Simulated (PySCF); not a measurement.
# Reading the logs of faulty runs: BC2H8Si

Calculated results; nothing here was measured. They come from PySCF 2.14.0, an open-source quantum chemistry program, on an isolated molecule that a program drew, which may never have been made. The molecule is BC2H8Si (charge 0, doublet), drawn as the SMILES string `[CH2]BC[SiH3]`.

Each row is a Hartree-Fock (HF) and frozen-core CCSD(T) single point in the cc-pV(D+d)Z basis, meant for a local HF minimum. Run 1 is clean. Each other run has one planted mistake out of seven kinds, and not every kind appears here: one electron removed, one electron added, multiplicity raised by two, geometry at a saddle point, minimal basis STO-3G, one bond length entered in bohr, all coordinates scaled. The reference is restricted for singlets and unrestricted otherwise, and also for a bond in bohr. Adding or removing an electron swaps singlet and doublet. Electrons count all cores. HOMO and LUMO are orbital energies over both spins, the gradient is its largest component, and the lowest frequency (negative if imaginary) is given only where the gradient is small. Bond lengths are over the 11 bonds as drawn. T1 is the CCSD diagnostic: over 0.02 (restricted) or 0.045 (unrestricted) a single reference is doubtful.

Geometry of the clean run:
```xyz
12
BC2H8Si, angstrom
C    -1.4987   -0.0981   -1.9564
B    -0.7867   -0.1674   -0.5866
C     0.7610   -0.4125   -0.4488
Si    1.7407    1.1921   -0.2363
H    -0.9776   -0.2372   -2.9006
H    -2.5631    0.0917   -2.0571
H    -1.4421    0.0067    0.4097
H     1.1880   -0.9217   -1.3201
H     0.9883   -1.0073    0.4434
H     1.5785    2.0708   -1.4206
H     1.2854    1.9374    0.9619
H     3.1825    0.8855   -0.0790
```

```
run  electrons  basis functions  <S^2>  HOMO (eV)  LUMO (eV)  gradient (hartree/bohr)  lowest frequency (cm^-1)  mean bond (Å)  longest bond (Å)      T1  HF (hartree)  CCSD(T) (hartree)                 mistake
  1         39              105  0.757     -10.60       1.28                  1.7e-05                        67         1.3663             1.892  0.0121    -393.98781         -394.51365                no fault
  2         38              105  0.000     -16.48      -7.61                  7.7e-02                         -         1.3663             1.892  0.0315    -393.65455         -394.16430    one electron removed
  3         39              105  0.757     -10.63       1.28                  1.6e-02                         -         1.3404             1.856  0.0118    -393.98395         -394.50734  all coordinates scaled
  4         40              105  0.000      -1.34       8.39                  7.2e-02                         -         1.3663             1.892  0.0144    -393.97857         -394.55713      one electron added
  5         39               32  0.760      -9.30       5.20                  3.1e-02                         -         1.3663             1.892  0.0100    -389.41249         -389.64010                       ?
```

**Which mistake was planted in run 5, and what did it cost?**

It has 32 basis functions where the clean run has 105, with the same electrons and geometry. So the mistake is: minimal basis STO-3G. Subtracting run 1 and multiplying by 627.51 kcal/mol a hartree, the energy moved by 2871.1 kcal/mol in HF and 3058.2 kcal/mol in CCSD(T).

Cautions from the logs. Run 2: T1 is over the limit, so its CCSD(T) energy is less reliable.
